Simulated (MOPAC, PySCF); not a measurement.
C₂H₁₈Ge₃Si₃, SMILES `[GeH2]([SiH2][GeH2][CH3])[SiH2][GeH2][SiH2]C`, neutral singlet in the gas phase. 

Cartesian coordinates (Å):
```xyz
26

C      6.3059     0.0605    -0.1750
Si     4.7239    -0.2177     0.8214
Ge     2.8002    -0.4409    -0.5892
Si     0.7972    -0.8040     0.6736
Ge    -1.1522    -0.9457    -0.7112
Si    -3.1266    -1.3757     0.5766
Ge    -5.1059    -1.4123    -0.7740
C     -6.7194    -1.7890     0.2986
H      6.2288     0.9771    -0.7809
H      7.1758     0.1618     0.4940
H      6.4913    -0.7852    -0.8556
H      4.8405    -1.4573     1.6484
H      4.4855     0.9284     1.7507
H      2.6217     0.8318    -1.4533
H      2.9892    -1.6230    -1.5713
H      0.6153     0.3160     1.6469
H      0.9309    -2.0698     1.4577
H     -1.3205     0.3783    -1.4937
H     -0.9637    -2.0701    -1.7569
H     -3.2546    -0.3184     1.6270
H     -2.9655    -2.6882     1.2758
H     -5.2618    -0.0450    -1.4819
H     -4.9518    -2.4900    -1.8741
H     -6.8485    -1.0185     1.0728
H     -6.6284    -2.7695     0.7887
H     -7.6109    -1.7964    -0.3463
```
Charge 0, spin multiplicity 1.

All levels are single points at this geometry (B3LYP-D3(BJ)/def2-SVP); Pople sets use spherical d functions. Orbital energies aren't observables, and empty levels follow the basis.

```json
[
 {"level": "ωB97X-D3(BJ)/def2-TZVP in PySCF", "HOMO (eV)": "-9.10", "LUMO (eV)": "1.13", "gap (eV)": "10.22", "dipole (D)": "0.40", "vertical IE, Delta-SCF (eV)": "8.72"},
 {"level": "BP86/6-31G* in PySCF", "HOMO (eV)": "-5.99", "LUMO (eV)": "-1.30", "gap (eV)": "4.69", "dipole (D)": "0.26", "vertical IE, Delta-SCF (eV)": "–"},
 {"level": "SVWN5/6-31G* in PySCF", "HOMO (eV)": "-5.98", "LUMO (eV)": "-1.40", "gap (eV)": "4.57", "dipole (D)": "0.28", "vertical IE, Delta-SCF (eV)": "7.93"},
 {"level": "AM1 in MOPAC", "HOMO (eV)": "-10.11", "LUMO (eV)": "-1.11", "gap (eV)": "9.00", "dipole (D)": "1.96", "vertical IE, Delta-SCF (eV)": "–"},
 {"level": "PM3 in MOPAC", "HOMO (eV)": "-9.70", "LUMO (eV)": "-2.42", "gap (eV)": "7.27", "dipole (D)": "1.89", "vertical IE, Delta-SCF (eV)": "–"},
 {"level": "PM6 in MOPAC", "HOMO (eV)": "-8.85", "LUMO (eV)": "-0.89", "gap (eV)": "7.96", "dipole (D)": "0.94", "vertical IE, Delta-SCF (eV)": "–"}
]
```
